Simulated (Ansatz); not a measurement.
`F[Si](Cl)(Cl)Cl`. The species carries charge 0 and has multiplicity 1.

Question: List the harmonic frequencies (cm⁻¹, unscaled) at PBE0-D4/def2-TZVP in Ansatz. (An estimate is asked.)

Answer: Computed: 160, 160, 233, 275, 275, 464, 642, 642, 944.

Question: Is this a minimum?

Answer: Yes, all 9 modes are real.

Question: Give the ideal-gas thermochemistry at 298.15 K and 1 bar (rigid rotor, harmonic oscillator; point group C3v, symmetry number 3).

Answer: Zero-point energy 22.7 kJ/mol; H(298) − E = 41.1 kJ/mol; entropy 331.5 J/(mol·K), of which translation 171.6, rotation 110.9, vibration 49.0; G(298) − E = -57.7 kJ/mol.

Question: And at 400, 500, 600, 800 and 1000 K?

Answer: 
| T (K) | H − E (kJ/mol) | S (J/mol/K) | G − E (kJ/mol) |
| --- | --- | --- | --- |
| 400 | 50.3 | 358.0 | -92.9 |
| 500 | 59.9 | 379.3 | -129.8 |
| 600 | 69.8 | 397.4 | -168.6 |
| 800 | 90.3 | 426.8 | -251.2 |
| 1000 | 111.2 | 450.1 | -339.0 |

Question: Rotational constants (cm⁻¹)?

Answer: 0.06128, 0.06127, 0.04336.
